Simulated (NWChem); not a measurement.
A series in which one site is exchanged, each optimised at PBE0/def2-SVP with NWChem, gas phase unless a solvent is named. Some are not confirmed as minima by frequencies. def2 effective core potentials on In, I; no spin-orbit coupling.

A: [F][In]([F])[I] (InIF$_{2}$; site = I)
B: [F][In]([F])[Br] (InBrF$_{2}$; site = Br)
C: [F][In]([F])[Cl] (InClF₂; site = Cl)
D: [In]([F])([F])[F] (InF3; site = F)

Q: Rank them by lowest singlet excitation, CAM-B3LYP/def2-SVPD, TDA (eV), lowest first.

A: A (4.06), B (4.70), C (5.21), D (6.24)
